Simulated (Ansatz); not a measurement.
Molecule: NbOF2, charge 0, multiplicity 2. SMILES: [Nb]([F])([F])=[O]
Coordinates optimised at B3LYP-D3(BJ)/def2-TZVP (Ansatz, a first-principles code):
```xyz
4

Nb    -0.0335     0.0158     0.0687
O     -1.2578    -1.1452    -0.1293
F     -0.3476     1.6368    -0.8462
F      1.6181    -0.6910     0.6482
```
Charge 0, spin multiplicity 2.

Wanted: atomisation energy, in kcal/mol. Conventions: no spin-orbit coupling; dispersion terms only where a functional's name holds one; open shells spin-unrestricted; atomisation electronic, to ground-state atoms; def2 sets with scalar-relativistic core potentials past Kr; LANL2DZ with its own core potentials from Na on; 6-31G* and kin with 6d, 5d where marked. First-principles rows: single points at B3LYP-D3(BJ) geometries (Ansatz).

```json
[
 {"species": "[O]=[Nb]([F])[F]", "coefficient": "-1", "E at B3LYP/6-31G* with LANL2DZ past Ar (Ansatz), Eh": "-331.35651", "E at PBE0/def2-TZVPD (Ansatz), Eh": "-331.90256"},
 {"species": "F atom", "coefficient": "+2", "E at B3LYP/6-31G* with LANL2DZ past Ar (Ansatz), Eh": "-99.71553", "E at PBE0/def2-TZVPD (Ansatz), Eh": "-99.67703"},
 {"species": "Nb atom", "coefficient": "+1", "E at B3LYP/6-31G* with LANL2DZ past Ar (Ansatz), Eh": "-56.16316", "E at PBE0/def2-TZVPD (Ansatz), Eh": "-56.81952"},
 {"species": "O atom", "coefficient": "+1", "E at B3LYP/6-31G* with LANL2DZ past Ar (Ansatz), Eh": "-75.06062", "E at PBE0/def2-TZVPD (Ansatz), Eh": "-75.01925"}
]
```

 1 Eh = 627.5095 kcal/mol.

**Question.** Work the quantity out at each level.

**Answer.** 
- B3LYP/6-31G* with LANL2DZ past Ar: the sum of coefficient times E is 0.70167 Eh, or 440.30 kcal/mol. Result: 440.3 kcal/mol.
- PBE0/def2-TZVPD: the sum of coefficient times E is 0.70973 Eh, or 445.36 kcal/mol. Result: 445.4 kcal/mol.
